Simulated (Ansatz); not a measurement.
Ansatz results at the PBE0-D4/def2-TZVP geometry: LUMO energy (ωB97M-V/def2-TZVPP) 2.04 eV; HOMO energy (PBE0/def2-TZVPP) -7.25 eV; HOMO–LUMO gap (PBE/def2-TZVPP) 5.26 eV.

(1) Which molecule gave them?
A. `[OH][Zn][CH2]Cl`
B. `BN(C)C=C`
C. `BC(C)C=N`
D. `CC1(C)BN1`

Results:

(1) D. The others give `BC(C)C=N`: 0.42, -7.54, 3.52; `[OH][Zn][CH2]Cl`: 0.83, -7.65, 4.90; `BN(C)C=C`: 1.32, -6.79, 4.29.
